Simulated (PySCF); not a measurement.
Al(F)(H)(SH) (AlFH2S), SMILES [F][AlH][SH]. Atoms are numbered in the order given.

```xyz
5

Al    -0.5104     0.5898     0.0000
F      0.6086     1.8040     0.0000
H     -2.0371     0.9375     0.0000
S      0.2606    -1.4303     0.0000
H     -0.9740    -1.9556     0.0000
```

The structure is a stationary point at ωB97X-D3(BJ)/def2-TZVP. One conformer was computed; it need not be the lowest.

These are PySCF with PBE0/pcJ-1 values and carry that method's errors.

Isotropic couplings with Fermi-contact, spin-dipole and both spin-orbit terms, one fixed conformer, no vibrational averaging. Isotopes: 19F, 1H.

Computed spin–spin coupling constants:
```
pair   bonds apart  J (Hz)
-----  -----------  ------
F2–H3            2    60.1
F2–H5            3     6.4
H3–H5            3     0.9
```
